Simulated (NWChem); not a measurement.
System: ZnNH3; SMILES [ZnH][NH2]

Input file for NWChem:

```
start job
memory heap 200 mb stack 900 mb global 1100 mb
geometry units angstroms noautoz
  Zn    -0.007373    -0.368755    -0.040580
  H     -0.009245    -1.898811    -0.050133
  N     -0.002330     1.443368    -0.144549
  H     -0.819300     1.977556     0.136700
  H      0.821641     1.968677     0.133345
end
basis spherical
  * library def2-qzvp
end
dft
  xc pbe0
  iterations 150
  semidirect filesize 400000000
  mulliken
end
task dft energy
```

Parts of the log:

```
             Northwest Computational Chemistry Package (NWChem) 7.3.0
             --------------------------------------------------------

 CS  symmetry detected

                             Geometry "geometry" -> ""
                             -------------------------

 Output coordinates in angstroms (scale by  1.889725989 to convert to a.u.)

  No.       Tag          Charge          X              Y              Z
 ---- ---------------- ---------- -------------- -------------- --------------
    1 Zn                  30.0000    -0.00164141    -0.39607993     0.00000000
    2 H                    1.0000    -0.05481422    -1.92524070     0.00000000
    3 N                    7.0000    -0.05389731     1.41827782     0.00000000
    4 H                    1.0000     0.24066885     1.93984696    -0.82048144
    5 H                    1.0000     0.24066885     1.93984696     0.82048144

 Effective nuclear repulsion energy (a.u.)      93.3523170725

      Symmetry information
      --------------------

 Group name             Cs
 Group number              2
 Group order               2
 No. of unique centers     4

                                 NWChem DFT Module
                                 -----------------

 Summary of "ao basis" -> "ao basis" (spherical)
 ------------------------------------------------------------------------------
       Tag                 Description            Shells   Functions and Types
 ---------------- ------------------------------  ------  ---------------------
 Zn                        def2-qzvp                26       84   11s6p5d3f1g
 H                         def2-qzvp                10       30   4s3p2d1f
 N                         def2-qzvp                17       57   7s4p3d2f1g

      Symmetry analysis of basis
      --------------------------

        a'        142
        a"         89

            General Information
            -------------------
          SCF calculation type: DFT
          Wavefunction type:  closed shell.
          No. of atoms     :     5
          No. of electrons :    40
           Alpha electrons :    20
            Beta electrons :    20
          Charge           :     0
          Spin multiplicity:     1
          Use of symmetry is: on ; symmetry adaption is: on
          Maximum number of iterations: 150
          AO basis - number of functions:   231
                     number of shells:    73
          Convergence on energy requested:  1.00D-06
          Convergence on density requested:  1.00D-05
          Convergence on gradient requested:  5.00D-04

              XC Information
              --------------
                         PBE0 Method XC Functional
                     Hartree-Fock (Exact) Exchange  0.250
          PerdewBurkeErnzerhof Exchange Functional  0.750
            Perdew 1991 LDA Correlation Functional  1.000 local
           PerdewBurkeErnz. Correlation Functional  1.000 non-local

             Grid Information
             ----------------
          Grid used for XC integration:  medium
          Radial quadrature: Mura-Knowles
          Angular quadrature: Lebedev.
          Tag              B.-S. Rad. Rad. Pts. Rad. Cut. Ang. Pts.
          ---              ---------- --------- --------- ---------
          Zn                  1.35      112          10.0       590
          H                   0.35       45          12.0       434
          N                   0.65       49          11.0       434
          Grid pruning is: on
          Number of quadrature shells:   251
          Spatial weights used:  Erf1

      Superposition of Atomic Density Guess
      -------------------------------------

 Sum of atomic energies:       -1833.66037593

      Non-variational initial energy
      ------------------------------

 Total energy =   -1834.232550
 1-e energy   =   -2744.914690
 2-e energy   =     817.329823
 HOMO         =      -0.336535
 LUMO         =      -0.004182

      Symmetry analysis of molecular orbitals - initial
      -------------------------------------------------

  Numbering of irreducible representations:

     1 a'          2 a"

  Orbital symmetries:

     1 a'          2 a'          3 a'          4 a"          5 a'
     6 a'          7 a'          8 a'          9 a"         10 a'
    11 a'         12 a'         13 a"         14 a'         15 a'
    16 a"         17 a"         18 a'         19 a'         20 a'
    21 a'         22 a"         23 a'         24 a'         25 a'
    26 a"         27 a'         28 a'         29 a"         30 a'

------------------------------------------------------------
EAF file 0: "./job.aoints.0" size=675282944 bytes
------------------------------------------------------------
               write      read    awrite     aread      wait
               -----      ----    ------     -----      ----
     calls:     1288         0         0         0         0
   data(b): 6.75e+08  0.00e+00  0.00e+00  0.00e+00
   time(s): 0.00e+00  0.00e+00  0.00e+00  0.00e+00  0.00e+00
rate(mb/s): 0.00e+00  0.00e+00
------------------------------------------------------------

     ---------------------------------------------
      Total Density - Mulliken Population Analysis
     ---------------------------------------------

    Atom       Charge   Shell Charges
 -----------   ------   -------------------------------------------------------
    1 Zn  30    29.10   1.93 -0.04  0.16  0.99  0.85  0.32  1.16  0.60  0.37  0.45  0.13  6.00  5.66  0.36  0.10  0.08  0.02  5.53  2.76  1.42  0.24  0.00  0.00  0.00  0.00
  0.00
    2 H    1     1.21   0.09  0.30  0.56  0.24  0.00  0.00  0.01  0.00  0.00  0.00
    3 N    7     8.27   1.05  0.00  0.69  0.22  0.43  0.97  0.35  1.06  1.54  1.46  0.48  0.00  0.01  0.01  0.00  0.00  0.00
    4 H    1     0.71   0.11  0.28  0.23  0.04  0.00  0.02  0.03  0.00  0.01  0.00
    5 H    1     0.71   0.11  0.28  0.23  0.04  0.00  0.02  0.03  0.00  0.01  0.00

   convergence    iter        energy       DeltaE   RMS-Dens  Diis-err
 ---------------- ----- ----------------- --------- --------- ---------
 d= 0,ls=0.0,diis     1  -1835.6315326924 -1.93D+03  3.53D-03  2.84D+00
 d= 0,ls=0.0,diis     2  -1835.5619170282  6.96D-02  3.31D-03  1.19D+00
 d= 0,ls=0.0,diis     3  -1835.6128989440 -5.10D-02  1.23D-03  8.83D-01
 d= 0,ls=0.0,diis     4  -1835.7007896544 -8.79D-02  2.16D-04  5.87D-03
 d= 0,ls=0.0,diis     5  -1835.7015251617 -7.36D-04  2.93D-05  3.71D-04
  Resetting Diis
 d= 0,ls=0.0,diis     6  -1835.7015346012 -9.44D-06  1.33D-05  2.01D-04
 d= 0,ls=0.0,diis     7  -1835.7015422086 -7.61D-06  6.57D-06  5.82D-06
 d= 0,ls=0.0,diis     8  -1835.7015417702  4.38D-07  3.69D-06  1.98D-05

         Total DFT energy =    -1835.701541770211
      One electron energy =    -2744.915150472039
           Coulomb energy =      894.707321085200
    Exchange-Corr. energy =      -78.846029455890
 Nuclear repulsion energy =       93.352317072519

 Numeric. integr. density =       40.000009033893

                  Occupations of the irreducible representations
                  ----------------------------------------------

                     irrep           alpha         beta
                     --------     --------     --------
                     a'               15.0         15.0
                     a"                5.0          5.0

                       DFT Final Molecular Orbital Analysis
                       ------------------------------------

 Vector   18  Occ=2.000000D+00  E=-3.744773D-01  Symmetry=a'
              MO Center= -5.0D-02,  6.1D-01, -7.3D-16, r^2= 1.8D+00
   Bfn.  Coefficient  Atom+Function         Bfn.  Coefficient  Atom+Function
  ----- ------------  ---------------      ----- ------------  ---------------
     9      0.293698  1 Zn s                 34      0.219840  1 Zn d  2
   123      0.202400  3 N  py                 7     -0.189891  1 Zn s
   126     -0.183751  3 N  py               129     -0.175550  3 N  py
    10      0.161284  1 Zn s                121      0.151455  3 N  s
   120      0.147914  3 N  s                  8     -0.125888  1 Zn s

 Vector   19  Occ=2.000000D+00  E=-3.210793D-01  Symmetry=a'
              MO Center= -2.0D-02, -1.2D+00,  6.6D-15, r^2= 2.4D+00
   Bfn.  Coefficient  Atom+Function         Bfn.  Coefficient  Atom+Function
  ----- ------------  ---------------      ----- ------------  ---------------
    87      0.291901  2 H  s                 86      0.185294  2 H  s
     9      0.181755  1 Zn s                 16      0.162382  1 Zn py
    10      0.154483  1 Zn s                 88      0.124339  2 H  s
   120     -0.114632  3 N  s                  7     -0.112550  1 Zn s
    22     -0.112160  1 Zn py               121     -0.112054  3 N  s

 Vector   20  Occ=2.000000D+00  E=-2.504676D-01  Symmetry=a'
              MO Center= -6.7D-02,  1.3D+00, -2.8D-15, r^2= 1.4D+00
   Bfn.  Coefficient  Atom+Function         Bfn.  Coefficient  Atom+Function
  ----- ------------  ---------------      ----- ------------  ---------------
   128     -0.289072  3 N  px               122      0.278133  3 N  px
   125     -0.266779  3 N  px               131     -0.215478  3 N  px
   132      0.103310  3 N  py                30      0.097398  1 Zn d -2
   123     -0.082793  3 N  py               126      0.079720  3 N  py
   120      0.075452  3 N  s                129      0.075229  3 N  py

[...]
```

Level: PBE0/def2-QZVP. All runs use the structure optimised with PBE0/def2-SVP.
